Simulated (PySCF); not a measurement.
A GIAO shielding run with PySCF 2.14 (density fitting, non-relativistic, gas phase) on `InChI=1S/CH8F2Si3/c2-6(3)1-5-4/h6H,1,5H2,4H3`:

```
$ OMP_NUM_THREADS=1 python probes_run.py task.json out

{"job": {"kind": "nmr", "xc": "PBE0", "basis": "pcSseg-1"}, "charge": 0, "multiplicity": 1}
F      1.017403    -1.516511     1.639716
Si     1.902488    -0.488749     0.784871
F      1.852580     0.817160     1.711664
C      1.061875    -0.157908    -0.859700
Si    -0.541920     0.899035    -0.756486
Si    -2.209740    -0.116799     0.483488
H      3.263387    -0.972349     0.820068
H      1.758570     0.345799    -1.529170
H      0.826364    -1.109973    -1.336120
H     -0.126739     2.219412    -0.260298
H     -0.918169     1.120558    -2.166651
H     -1.750161    -0.731389     1.727667
H     -2.891403    -1.167305    -0.285588
H     -3.245213     0.858547     0.844448
```

Hardware: 1 thread of an Arm Neoverse V2, shared host. The job also computes population analyses, field gradients.

Task: How large is the calculation?

Result: 74 electrons, 163 basis functions and 920 auxiliary functions.

Task: How long does it take, and how much memory does it need?

Result: 19 s of wall time, with 12 SCF cycles and 4 response iterations; peak memory 0.74 GiB. Times on a shared host scatter by some tens of per cent.
